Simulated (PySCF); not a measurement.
F3Se (SMILES F[Se+](F)F), charge +1, singlet, geometry from GFN2-xTB, atoms displaced at random by about 0.03 Å a coordinate; B3LYP/cc-pVDZ, gradient in PySCF.

The PySCF input:
```python
from pyscf import gto, scf, dft

mol = gto.Mole()
mol.atom = '''
    Se   -0.027875    0.117834    0.309025
    F    -1.166420   -0.891587   -0.376028
    F     0.019425    1.135742   -0.956924
    F     1.273851   -0.767892   -0.025063
'''
mol.basis = 'cc-pvdz'
mol.charge = 1
mol.spin = 0
mol.verbose = 4
mol.build()

mf = dft.RKS(mol)
mf.xc = 'b3lyp'
mf.conv_tol = 1e-6
mf.kernel()
g = mf.nuc_grad_method()
grad = g.kernel()
```

What the program printed (banner, timings and long lists left out):

```
PySCF version 2.14.0

[INPUT] verbose = 4
[INPUT] num. atoms = 4
[INPUT] num. electrons = 60
[INPUT] charge = 1
[INPUT] spin (= nelec alpha-beta = 2S) = 0
[INPUT] symmetry False subgroup None
[INPUT] Mole.unit = angstrom
[INPUT] Symbol           X                Y                Z      unit          X                Y                Z       unit  Magmom
[INPUT]  1 Se    -0.027875000000   0.117834000000   0.309025000000 AA   -0.052676115722   0.222673988162   0.583972615644 Bohr   0.0
[INPUT]  2 F     -1.166420000000  -0.891587000000  -0.376028000000 AA   -2.204214346215  -1.684855246223  -0.710589935168 Bohr   0.0
[INPUT]  3 F      0.019425000000   1.135742000000  -0.956924000000 AA    0.036707929970   2.146241328166  -1.808324282023 Bohr   0.0
[INPUT]  4 F      1.273851000000  -0.767892000000  -0.025063000000 AA    2.407229513503  -1.451105573245  -0.047362205860 Bohr   0.0

nuclear repulsion = 349.76994168151
number of shells = 21
number of NR pGTOs = 155
number of NR cGTOs = 69
basis = cc-pvdz
ecp = {}

******** <class 'pyscf.dft.rks.RKS'> ********
method = RKS
initial guess = minao
damping factor = 0
level_shift factor = 0
DIIS = <class 'pyscf.scf.diis.CDIIS'>
diis_start_cycle = 1
diis_space = 8
diis_damp = 0
SCF conv_tol = 1e-06
SCF conv_tol_grad = None
SCF max_cycles = 50
direct_scf = True
direct_scf_tol = 1e-13
XC library pyscf.dft.libxc version 7.1.2
    S. Lehtola, C. Steigemann, M. J. T. Oliveira, and M. A. L. Marques,  SoftwareX 7, 1–5 (2018)
XC functionals = b3lyp
    P. J. Stephens, F. J. Devlin, C. F. Chabalowski, and M. J. Frisch,  J. Phys. Chem. 98, 11623 (1994)
radial grids:
    Treutler-Ahlrichs [JCP 102, 346 (1995); DOI:10.1063/1.469408] (M4) radial grids

becke partition: Becke, JCP 88, 2547 (1988); DOI:10.1063/1.454033
pruning grids: <function nwchem_prune>
grids dens level: 3
symmetrized grids: False
atomic radii adjust function: <function treutler_atomic_radii_adjust>
small_rho_cutoff = 0
Set gradient conv threshold to 0.001
Initial guess from minao.
tot grids = 63216
init E= -2700.94494825192
  HOMO = -0.396528352720841  LUMO = -0.0795243697851138  gap/eV = 8.62612
cycle= 1 E= -2700.46783704725  delta_E= 0.477  |g|= 1.01  |ddm|=  2.2
  HOMO = -0.610870966678614  LUMO = -0.409247075730456  gap/eV = 5.48647
cycle= 2 E= -2699.97518166622  delta_E= 0.493  |g|= 1.98  |ddm|= 1.95
  HOMO = -0.696316200859752  LUMO = -0.376403970988521  gap/eV = 8.70526
cycle= 3 E= -2700.67456278108  delta_E= -0.699  |g|= 0.131  |ddm|= 1.21
  HOMO = -0.680271666392358  LUMO = -0.358357951154574  gap/eV = 8.75972
cycle= 4 E= -2700.67546685942  delta_E= -0.000904  |g|= 0.113  |ddm|= 0.149
  HOMO = -0.68113471943602  LUMO = -0.357772056713136  gap/eV = 8.79915
cycle= 5 E= -2700.67755449521  delta_E= -0.00209  |g|= 0.0233  |ddm|= 0.0761
  HOMO = -0.68260193951863  LUMO = -0.358802057353002  gap/eV = 8.81104
cycle= 6 E= -2700.67764207478  delta_E= -8.76e-05  |g|= 0.00174  |ddm|= 0.0142
  HOMO = -0.682502360840206  LUMO = -0.358658626958618  gap/eV = 8.81224
cycle= 7 E= -2700.67764235884  delta_E= -2.84e-07  |g|= 0.00148  |ddm|= 0.00195
  HOMO = -0.682497786241174  LUMO = -0.3586546564691  gap/eV = 8.81222
cycle= 8 E= -2700.67764272507  delta_E= -3.66e-07  |g|= 0.00026  |ddm|= 0.000989
  HOMO = -0.682527508477694  LUMO = -0.358700897018262  gap/eV = 8.81177
Extra cycle  E= -2700.6776427003  delta_E= 2.48e-08  |g|= 0.000472  |ddm|= 0.000491
converged SCF energy = -2700.6776427003

******** <class 'pyscf.grad.rks.Gradients'> for <class 'pyscf.dft.rks.RKS'> ********
unit = Eh/Bohr
grid_response = False
--------------- RKS gradients ---------------
         x                y                z
0 Se     0.0518003647    -0.0178014099    -0.0696608675
1 F     0.0182278979     0.0184203001     0.0060943336
2 F    -0.0063142081    -0.0425851084     0.0471482721
3 F    -0.0641906595     0.0420188483     0.0164566977
----------------------------------------------
```
